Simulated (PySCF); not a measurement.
# Tc²⁷⁺: ionisation energy

Tc²⁷⁺ [Ne] 3s2 3p4 (3P) → Tc²⁸⁺ [Ne] 3s2 3p3 (4S), as a difference of total energies. Computed with PySCF 2.14 in an even-tempered Gaussian basis (18 s from 3.1 bohr⁻², ratio 2.5; 12 p from 4.1 bohr⁻², ratio 2.5; 5 d from 20 bohr⁻², ratio 2.7; 4 f from 30 bohr⁻², ratio 2.7), with the spin-free X2C one-electron Hamiltonian (Gaussian nucleus). Correlated levels: outer shells: 1s2 frozen; virtual orbitals above 40 to 60 times the deepest correlated orbital energy dropped. The calculations carry no spin-orbit coupling.

| method | ionisation energy (eV) |
| --- | --- |
| UHF | 1480.7 |
| LDA | 1483.2 |
| PBE | 1483.6 |
| PBE0 | 1483.3 |
| r2SCAN | 1483.2 |
| r2SCANh | 1483.1 |
| BHandHLYP | 1483.0 |
| MP2 (outer shells) | 1481.7 |
| SCS-MP2 (outer shells) | 1481.7 |

Spin-orbit coupling is strong in these open shells (close to jj coupling). The scalar numbers leave it out and a first-order estimate fails, so it can dominate the gap to the real levels.

Breit and QED terms and the two-electron picture change are absent.

For comparison: 1479.5 ± 2 eV (semi-empirical (NIST evaluation); NIST Atomic Spectra Database, ionization energies).
